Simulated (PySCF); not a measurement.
methoxymethyl(silyl)silane (C2H10OSi2), SMILES [SiH3][SiH2]COC.

The structure is a stationary point at B3LYP-D3(BJ)/def2-SVP. One conformer was computed; it need not be the lowest.

Two levels are set side by side: TDDFT-PBE/def2-SVPD (PySCF) and TDDFT-ωB97X/def2-SVPD (PySCF). Vertical, same geometry. The lowest singlet is HOMO→LUMO 100 % with PBE and HOMO→LUMO 44 %, HOMO−1→LUMO 15 %, HOMO→LUMO+1 8 %, HOMO→LUMO+2 8 % with the other functional; states are paired by order. Differences are taken from unrounded values.

| quantity | TDDFT-ωB97X |
|---|---|
| lowest singlet excitation (eV) | 7.36 |
| lowest triplet excitation (TDA) (eV) | 6.56 |
| first bright state (f over 0.05) (eV) | 8.05 |
| its oscillator strength | 0.11 |

**Question.** What does TDDFT-PBE give, and how far is it from TDDFT-ωB97X? (The exact figures need the calculation; the answer reports its results.)

**Answer.** 
```json
[
 {"quantity": "lowest singlet excitation (eV)", "TDDFT-PBE": "5.61", "TDDFT-PBE minus TDDFT-ωB97X": "-1.75"},
 {"quantity": "lowest triplet excitation (TDA) (eV)", "TDDFT-PBE": "5.53", "TDDFT-PBE minus TDDFT-ωB97X": "-1.04"},
 {"quantity": "first bright state (f over 0.05) (eV)", "TDDFT-PBE": "6.94", "TDDFT-PBE minus TDDFT-ωB97X": "-1.12"},
 {"quantity": "its oscillator strength", "TDDFT-PBE": "0.09", "TDDFT-PBE minus TDDFT-ωB97X": "-0.03"}
]
```

A lower first singlet is the usual sign of a functional without exact exchange. Differences between two approximate levels are no errors against the true value.

Rough cost on one machine, each run with all the roots and properties that it gave: TDDFT-ωB97X against TDDFT-PBE about 9 times.
